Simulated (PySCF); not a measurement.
C4H13AlN, doublet, at a GFN2-xTB geometry (such geometries of metal compounds can be far from the true shape) (the spin is typed, not shown lowest); M062X/STO-3G (PySCF).

PySCF was given this input:
```python
from pyscf import gto, scf, dft

mol = gto.M(
    atom='''
Al   -1.59979072   -0.88786746   -0.40362325
H    -1.14503255   -2.39544136   -0.09897162
H    -1.35171419   -0.61314711   -1.96399238
C    -0.34890626    2.11541956    0.52010680
C     0.55742139    1.22202877   -0.31216783
N     0.41448270   -0.19746673    0.00760812
C     1.30725082   -0.96939952   -0.84313427
C     0.71112744   -0.48363466    1.40074643
H    -1.35034951    1.66912963    0.54156864
H     0.01323049    2.22928944    1.53870110
H    -0.41001572    3.10128350    0.06729033
H     0.27856090    1.32626235   -1.36469672
H     1.60694945    1.53391976   -0.19885799
H     1.06790300   -0.76990160   -1.88578293
H     1.14148954   -2.02875673   -0.65723038
H     2.35858774   -0.72420002   -0.65673259
H     1.72635370   -0.17493996    1.67377588
H    -0.00712208    0.02066504    2.04483164
H     0.60569914   -1.55610371    1.56063546
''',
    basis='sto-3g',
    spin=1,
    verbose=5,
)

mf = dft.UKS(mol)
mf.xc = 'm062x'
mf.grids.prune = dft.gen_grid.treutler_prune
mf.kernel()
mf.analyze()
```

### Question
Write the output that PySCF gives for this input, abridged.

### Answer

```
PySCF version 2.14.0

[INPUT] verbose = 5
[INPUT] max_memory = 4000
[INPUT] num. atoms = 19
[INPUT] num. electrons = 57
[INPUT] charge = 0
[INPUT] spin (= nelec alpha-beta = 2S) = 1
[INPUT] symmetry False subgroup None
[INPUT] Mole.unit = angstrom
[INPUT] Symbol           X                Y                Z      unit          X                Y                Z       unit  Magmom
[...]
[INPUT] ---------------- BASIS SET ----------------
[INPUT] l, kappa, [nprim/nctr], expnt,             c_1 c_2 ...
[INPUT] C
[...]
                                13.045096         0.53532814
                                3.5305122         0.44463454
[...]
                                0.6834831         0.39951283
                                0.2222899         0.70011547
[...]
                                0.6834831         0.60768372
                                0.2222899         0.39195739
[INPUT] H
[...]
                                0.62391373        0.53532814
                                0.1688554         0.44463454
[INPUT] Al
[...]
                                64.01186067       0.5353281423
                                17.32410761       0.4446345422
[...]
                                4.391813233       0.3995128261
                                1.42835397        0.7001154689
[...]
                                0.3893265318      0.2255954336
                                0.1523797659      0.900398426
[...]
                                4.391813233       0.6076837186
                                1.42835397        0.3919573931
[...]
                                0.3893265318      0.5951670053
                                0.1523797659      0.462001012
[INPUT] N
[...]
                                18.052312         0.53532814
                                4.8856602         0.44463454
[...]
                                0.8784966         0.39951283
                                0.2857144         0.70011547
[...]
                                0.8784966         0.60768372
                                0.2857144         0.39195739

nuclear repulsion = 319.104878219442
number of shells = 33
number of NR pGTOs = 141
number of NR cGTOs = 47
basis = sto-3g
ecp = {}

******** <class 'pyscf.dft.uks.UKS'> ********
method = UKS
initial guess = minao
damping factor = 0
level_shift factor = 0
DIIS = <class 'pyscf.scf.diis.CDIIS'>
diis_start_cycle = 1
diis_space = 8
diis_damp = 0
SCF conv_tol = 1e-09
SCF conv_tol_grad = None
[...]
converged SCF energy = -451.808468931419  <S^2> = 0.75054365  2S+1 = 2.0005436
Total Energy =                        -451.808468931418986
[...]
spin_pop of  9 H 1s       -0.00040
spin_pop of  10 H 1s       -0.00043
spin_pop of  11 H 1s       -0.00002
spin_pop of  12 H 1s        0.00033
spin_pop of  13 H 1s       -0.00024
spin_pop of  14 H 1s       -0.00033
spin_pop of  15 H 1s        0.00321
spin_pop of  16 H 1s       -0.00022
spin_pop of  17 H 1s       -0.00029
spin_pop of  18 H 1s       -0.00011
 ** Mulliken Spin Density (per atom)  **
spin density of  0 Al =      0.85737
spin density of  1 H =      0.06195
spin density of  2 H =      0.06231
spin density of  3 C =      0.01462
spin density of  4 C =     -0.00106
spin density of  5 N =      0.00520
spin density of  6 C =      0.00099
spin density of  7 C =      0.00083
spin density of  8 H =     -0.00373
spin density of  9 H =     -0.00040
spin density of  10 H =     -0.00043
spin density of  11 H =     -0.00002
spin density of  12 H =      0.00033
spin density of  13 H =     -0.00024
spin density of  14 H =     -0.00033
spin density of  15 H =      0.00321
spin density of  16 H =     -0.00022
spin density of  17 H =     -0.00029
spin density of  18 H =     -0.00011
 ** Mulliken pop alpha/beta on meta-lowdin orthogonal AOs **
 ** Mulliken pop       alpha | beta **
In total            29.00000 | 28.00000
 ** Mulliken atomic charges   ( Nelec_alpha | Nelec_beta ) **
charge of  0Al =      0.36241  (     6.74748      5.89011 )
charge of  1H =     -0.28674  (     0.67435      0.61240 )
charge of  2H =     -0.28801  (     0.67516      0.61285 )
charge of  3C =     -0.13680  (     3.07571      3.06109 )
charge of  4C =     -0.00446  (     3.00170      3.00276 )
charge of  5N =     -0.09740  (     3.55130      3.54610 )
charge of  6C =     -0.06602  (     3.03351      3.03252 )
charge of  7C =     -0.06920  (     3.03501      3.03418 )
charge of  8H =      0.04990  (     0.47318      0.47691 )
charge of  9H =      0.04676  (     0.47642      0.47682 )
charge of  10H =      0.05502  (     0.47228      0.47270 )
charge of  11H =      0.05980  (     0.47009      0.47011 )
charge of  12H =      0.03716  (     0.48158      0.48125 )
charge of  13H =      0.06651  (     0.46662      0.46687 )
charge of  14H =      0.06760  (     0.46603      0.46636 )
charge of  15H =      0.03919  (     0.48201      0.47880 )
charge of  16H =      0.04233  (     0.47873      0.47895 )
charge of  17H =      0.05533  (     0.47219      0.47248 )
charge of  18H =      0.06662  (     0.46664      0.46674 )
Dipole moment(X, Y, Z, Debye):  2.41354,  2.62969,  2.14937
```
